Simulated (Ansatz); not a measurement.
Basis-set extrapolation for C₂H₇AlOS (`[AlH2][CH2]OCS`) (PBE0-D4/def2-TZVP geometry, frozen core, the Gaussian-basis code of Ansatz). Multiplicity 1, RHF reference.

```json
{"": "HF", "def2-TZVPP": "-794.159724", "def2-QZVPP": "-794.185565"}
{"": "MP2 correlation", "def2-TZVPP": "-0.841795", "def2-QZVPP": "-0.904814"}
{"": "CCSD(T) correlation", "def2-TZVPP": "-0.932273", "def2-QZVPP": "not run"}
```

Energies in hartree. Use E(X) = E(∞) + A·exp(−7.88·√X) for Hartree–Fock and E(X) = E(∞) + B·X^(−2.97) for correlation, with X = 3 and 4, and add CCSD(T) minus MP2 of the smaller set to the MP2 limit.

Question: What is the CCSD(T) energy at the basis-set limit?

Answer: HF limit: -794.185565 + (-0.025841) × 0.13774 = -794.18912. MP2 limit: -0.904814 + (-0.063019) × 0.74074 = -0.95149. Higher-order term: -0.932273 − (-0.841795) = -0.09048. Total: -795.23109 hartree, 87.3 kcal/mol below CCSD(T)/def2-TZVPP.
